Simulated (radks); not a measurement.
Results of a calculation; reference values are marked as such.
Problem. The mean radii <r> (bohr) of the occupied orbitals of an atom or ion are listed with their occupations. Code: a radial shooting solver on a logarithmic mesh with Libxc functionals. Model: Dirac Kohn-Sham, PBE, spin-unpolarised, spherical densities, point nucleus.

orbital  occ.      <r>
1s1/2       2  0.03040
2s1/2       2   0.1313
2p1/2       2   0.1112
2p3/2       4   0.1164
3s1/2       2   0.3580
3p1/2       2   0.3494
3p3/2       4   0.3604
3d3/2       4   0.3327
3d5/2       6   0.3362
4s1/2       2   0.8796
4p1/2       2   0.9393
4p3/2       4   0.9701
4d3/2       4    1.242
4d5/2       6    1.259

Name the element and its charge. Open shells, if any, are shared by 2j + 1.

Solution. Z = 48, cadmium, charge +2: Cd2+ in [Kr] 4d10. The 1s radius gives Z: for a bare nucleus <r> = (2 gamma + 1)/(2Z) with gamma = sqrt(1 - (Z/c)^2), 0.02993 bohr for Z = 48, and screening makes it slightly larger (0.03040 here). The occupations add up to 46, and the charge is Z minus that.
